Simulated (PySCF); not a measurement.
C4H6AlBr.
Numbering: `[Br:1][Al:2]1[CH2:3][CH:4]=[CH:5][CH2:6]1` (hydrogens: H7, H8 on C3; H9 on C4; H10 on C5; H11, H12 on C6)

Method: PBE0-D3(BJ)/def2-SVP geometry optimisation, gas phase (PySCF); density fitting, grid level 1; the optimiser is geomeTRIC in internal coordinates, started from a GFN2-xTB structure with every atom displaced at random (about 0.01 Å).

At the end of the run (lengths in Å): Al2–C3 1.954, C3–C4 1.510, Al2–C6 1.953, Br1–Al2 2.254, C3–H7 1.105, C5–C6 1.510, C4–H9 1.098, Br1–Al2–C3 130.6°, Br1–Al2–C6 130.3°, C3–Al2–C6 99.1°, Al2–C3–C4 97.9°, Br1–Al2–C3–C4 179°, Al2–C3–C4–C5 1°, C3–C4–C5–C6 0°, H11–C6–Al2–Br1 -60°, H7–C3–Al2–Br1 60°.

**Question.** These geometries were met on the way; a selection of coordinates is given. Order them by energy above the end point, lowest first.
A. Al2–C3 1.959, C3–C4 1.510, Al2–C6 1.954, Br1–Al2 2.257, C3–H7 1.106, C5–C6 1.508, C4–H9 1.097, Br1–Al2–C3 132.1°, Br1–Al2–C6 129.3°, C3–Al2–C6 98.5°, Al2–C3–C4 98.2°, Br1–Al2–C3–C4 180°, Al2–C3–C4–C5 1°, C3–C4–C5–C6 0°, H11–C6–Al2–Br1 -61°, H7–C3–Al2–Br1 61°
B. Al2–C3 1.958, C3–C4 1.509, Al2–C6 1.958, Br1–Al2 2.257, C3–H7 1.107, C5–C6 1.509, C4–H9 1.097, Br1–Al2–C3 130.5°, Br1–Al2–C6 131.6°, C3–Al2–C6 97.6°, Al2–C3–C4 96.1°, Br1–Al2–C3–C4 -153°, Al2–C3–C4–C5 -17°, C3–C4–C5–C6 0°, H11–C6–Al2–Br1 -91°, H7–C3–Al2–Br1 92°
C. Al2–C3 1.963, C3–C4 1.520, Al2–C6 1.954, Br1–Al2 2.267, C3–H7 1.112, C5–C6 1.507, C4–H9 1.093, Br1–Al2–C3 137.5°, Br1–Al2–C6 125.0°, C3–Al2–C6 97.4°, Al2–C3–C4 95.2°, Br1–Al2–C3–C4 -151°, Al2–C3–C4–C5 -19°, C3–C4–C5–C6 1°, H11–C6–Al2–Br1 -92°, H7–C3–Al2–Br1 94°
D. Al2–C3 1.952, C3–C4 1.511, Al2–C6 1.952, Br1–Al2 2.255, C3–H7 1.104, C5–C6 1.512, C4–H9 1.098, Br1–Al2–C3 131.1°, Br1–Al2–C6 129.4°, C3–Al2–C6 99.1°, Al2–C3–C4 97.2°, Br1–Al2–C3–C4 -163°, Al2–C3–C4–C5 -8°, C3–C4–C5–C6 -1°, H11–C6–Al2–Br1 -81°, H7–C3–Al2–Br1 80°
E. Al2–C3 2.003, C3–C4 1.462, Al2–C6 1.993, Br1–Al2 2.290, C3–H7 1.086, C5–C6 1.493, C4–H9 1.114, Br1–Al2–C3 133.1°, Br1–Al2–C6 133.1°, C3–Al2–C6 93.9°, Al2–C3–C4 94.9°, Br1–Al2–C3–C4 -151°, Al2–C3–C4–C5 -25°, C3–C4–C5–C6 2°, H11–C6–Al2–Br1 -95°, H7–C3–Al2–Br1 93°

**Answer.** A (0.002 eV), D (0.015 eV), B (0.036 eV), C (0.068 eV), E (0.186 eV).

```csv
step,E above end (eV),"rms distance from the end, all atoms (Å)",largest force (eV/Å),rms shift of all bonds from the end (Å)
12,0.002,0.017,0.073,0.002
9,0.015,0.226,0.105,0.001
5,0.036,0.414,0.048,0.003
1,0.068,0.456,0.285,0.007
0,0.186,0.515,2.057,0.028
```

Rows stand in the order of the answer.
